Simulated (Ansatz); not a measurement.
Stepwise reaction of `[CH3][Al]([CH3])[C]#N` with hydrogen, as a gas-phase model of exchange steps in deposition or etching. ΔE in kJ/mol.

Isolated molecules relaxed with PBE0-D4/def2-TZVP in Ansatz; ΔE leaves out vibrations. CBS: MP2 limit from def2 TZ/QZ plus the TZ coupled-cluster correction, frozen cores. This one scheme is used for every species. DFT in def2-TZVPP. B3LYP here is the variant with VWN-RPA as its local correlation; programs differ in this.

```
step                                      reaction  PBE-D4  B3LYP-D4  ωB97M-V  CCSD(T)/CBS
   2  `[CH3][AlH][C]#N` + H₂ → `N#[C][AlH2]` + CH₄   -14.5     -20.9    -17.8        -18.0
```

Q: Give the row of step 1, `[CH3][Al]([CH3])[C]#N` + H₂ → `[CH3][AlH][C]#N` + CH₄. (Estimate.)

A: Ansatz gave: 
```tsv
step	reaction	PBE-D4	B3LYP-D4	ωB97M-V	CCSD(T)/CBS
1	`[CH3][Al]([CH3])[C]#N` + H₂ → `[CH3][AlH][C]#N` + CH₄	-15.2	-21.0	-18.1	-18.0
```

Q: By hand: ΔE of the 2 steps together at CCSD(T)/CBS.

A: (-18.0) + (-18.0) = -36.0 kJ/mol, or -18.0 kJ/mol a step.

In ΔE the steps differ by no more than 0.0 kJ/mol. All are downhill at CCSD(T)/CBS. PBE-D4 differs from CCSD(T)/CBS by 2.8 to 3.5 kJ/mol a step. Isolated molecules leave out the surface, adducts and barriers. Largest T1 diagnostic: 0.013.
